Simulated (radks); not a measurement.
Values are calculated unless marked as measured or tabulated.
Excited configurations of Ce3+: one electron is placed in a higher orbital outside [Xe]. The ground configuration is [Xe] 4f1. Code: a radial shooting solver on a logarithmic mesh with Libxc functionals. Model: scalar-relativistic Kohn-Sham, PBE, spin-polarised, spherical densities, point nucleus; open shells are filled with parallel spins first (spin-orbit coupling, left out, can overturn this in heavy ions). Excitation = E - E(ground); binding = E(ion) - E, where the ion is the core of charge +4; n* = 4/sqrt(2 binding) in atomic units, and the quantum defect is n - n*.

\begin{tabular}{lrrrrrr}
outer orbital & excitation (eV) & binding (eV) & n* & quantum defect & eigenvalue (eV) & <r> (bohr) \\ \hline
5d & 7.352 & 30.586 & 2.668 & 2.332 & -25.835 & 2.240 \\
5f & 23.537 & 14.402 & 3.888 & 1.112 & -12.038 & 4.183 \\
6s & 11.508 & 26.430 & 2.870 & 3.130 & -23.362 & 3.251 \\
6f & 28.403 & 9.535 & 4.778 & 1.222 & -8.316 & 7.325 \\
7s & 23.236 & 14.702 & 3.848 & 3.152 & -13.190 & 5.785 \\
7p & 25.279 & 12.659 & 4.147 & 2.853 & -11.309 & 6.497 \\
7d & 28.242 & 9.697 & 4.738 & 2.262 & -8.603 & 8.045 \\
7f & 31.268 & 6.670 & 5.713 & 1.287 & -5.931 & 11.17 \\
\end{tabular}

The Delta-SCF ionisation energy is 37.938 eV (NIST Atomic Spectra Database: 36.91 eV, semi-empirical). Self-interaction in the functional shifts the binding energies and quantum defects, so they are the method's values and not measured ones. Open shells are spherical and high-spin; term and fine-structure splittings are not resolved. Spin-orbit splitting is averaged out at the scalar-relativistic level.
